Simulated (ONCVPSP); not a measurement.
K (Z = 19): variants of one ONCV potential

Base potential:

```json
{
 "Element": "potassium",
 "Generator": "ONCVPSP 4.0.1",
 "Type": "optimised norm-conserving Vanderbilt (ONCV)",
 "Functional": "PBEsol",
 "Relativity": "scalar-relativistic",
 "Frozen core": "[Ne]",
 "Valence charge": "9",
 "Reference configuration": "3s2 3p6 4p1",
 "Partial waves": "3s: rc 2.05 bohr, ncon 4, nbas 9, qcut 7.4 1/bohr, 2 projectors, debl 3.9 Ha; 3p+4p: rc 2.60 bohr, ncon 4, nbas 7, qcut 5.7 1/bohr, 3 projectors, debl 1.6 Ha; d scattering state at 0.04 Ha: rc 2.20 bohr, ncon 5, nbas 8, qcut 4.9 1/bohr, 2 projectors, debl 3.4 Ha",
 "Local potential": "polynomial inside 1.45 bohr (lpopt 5, dvloc0 0 Ha)",
 "Core correction": "polynomial model core, fcfact 0.3"
}
```

All-electron outer shells of the reference configuration (PBEsol, scalar-relativistic, ld1.x):

```tsv
shell	level (eV)	outermost node (bohr)	outermost maximum (bohr)
3s	-36.77	0.48	1.08
3p	-20.28	0.45	1.15
4p	-1.37	1.86	5.93
```

Cutoffs, loose and tight: the cutoffs (Ha) at which the residual kinetic energy of the hardest occupied pseudo-wave falls to 1 and 0.1 mHa per electron. They do not see the model core or the augmentation charge, which bear on the density cutoff. Test errors are all-electron minus pseudo excitation energies from the reference, over the configurations 3s2 3p6 4s1 4p0; 3s2 3p6 4p0; 3s2 3p6 4s0.5 4p0; 3s2 3p5 4s1 4p0. A dash means not determined; rows that change the core or the reference have their own tests.

For the base: The cutoffs count occupied waves only; projector 2 of the d channel, the hardest unoccupied one, needs 56 Ha at the loose tolerance.

```csv
change,outcome,"cutoff, loose","cutoff, tight",bound ghosts,GHOST(+) flags above zero,largest test error (meV)
base,generated,14 Ha,18 Ha,none,none,+44
s: rc 1.46,generated,20 Ha,24 Ha,none,none,+33
s: rc 1.7,generated,18 Ha,21 Ha,none,none,+36
s: rc 1.88,generated,16 Ha,19 Ha,none,none,+39
s: rc 2.06,generated,14 Ha,17 Ha,none,none,+44
s: rc 2.28,generated,11 Ha,14 Ha,none,none,+52
s: rc 2.48,generated,10 Ha,12 Ha,none,none,+57
s: rc 2.72,"failed: ERROR pspot: first pseudo wave function has node, program will stop",–,–,–,–,–
s: rc 2.92,"generated, projector energies reset by the program",12 Ha,14 Ha,none,s,+39
```

Reading the sweep of the s radius (base included, trends over the rows without a ghost): The loose cutoff is not monotonic: lowest 10 Ha at 2.48 bohr, highest 20 Ha at 1.46 bohr. The median size of the test errors (rows with all tests solved) is not monotonic: lowest 0.0 meV at 2.92 bohr, highest 3.7 meV at 2.48 bohr. The generation fails at 2.72 bohr.
